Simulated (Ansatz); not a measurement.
Relaxation of ClF2H2NSi (7 atoms, charge 0, multiplicity 1), to a largest force component of 0.015 eV/Å in at most 40 steps.

Computed with Ansatz 0.2.0, RKS PBE0/cc-pVDZ.

```xyz
7
Properties=species:S:1:pos:R:3
N -0.684 0.408 0.747
Si 0.342 -0.486 -0.171
F 1.580 -0.793 0.732
F -0.334 -1.811 -0.601
Cl 0.894 0.584 -1.830
H -1.550 -0.195 0.949
H -0.273 0.514 1.700
```

**Question.** Where does it end, and by what steps?

**Answer.** It converged. After 9 steps the energy has fallen by 0.577 eV; N1 moved furthest, 0.51 Å.

```json
{"step": "0", "energy less start (eV)": "0.0000", "largest force component (eV/Å)": "3.250", "accepted": "yes"}
{"step": "1", "energy less start (eV)": "-0.4076", "largest force component (eV/Å)": "1.514", "accepted": "yes"}
{"step": "2", "energy less start (eV)": "-0.5218", "largest force component (eV/Å)": "0.260", "accepted": "yes"}
{"step": "3", "energy less start (eV)": "-0.5256", "largest force component (eV/Å)": "0.639", "accepted": "yes"}
{"step": "4", "energy less start (eV)": "-0.5347", "largest force component (eV/Å)": "0.332", "accepted": "yes"}
{"step": "5", "energy less start (eV)": "-0.5400", "largest force component (eV/Å)": "0.351", "accepted": "yes"}
{"step": "6", "energy less start (eV)": "-0.5692", "largest force component (eV/Å)": "0.141", "accepted": "yes"}
{"step": "7", "energy less start (eV)": "-0.5611", "largest force component (eV/Å)": "0.868", "accepted": "no"}
{"step": "8", "energy less start (eV)": "-0.5754", "largest force component (eV/Å)": "0.157", "accepted": "yes"}
{"step": "9", "energy less start (eV)": "-0.5766", "largest force component (eV/Å)": "0.013", "accepted": "yes"}
```

```xyz
7
Properties=species:S:1:pos:R:3
N -0.694 0.020 1.071
Si 0.375 -0.568 -0.115
F 1.803 -0.886 0.588
F -0.243 -1.938 -0.730
Cl 0.785 0.648 -1.721
H -1.667 0.136 0.804
H -0.382 0.809 1.630
```

Whether the end is a true minimum wasn't checked by a vibrational analysis.

Run time: 47 s on 1 thread of Arm Neoverse V2, on a shared host, peak memory 0.18 GiB.
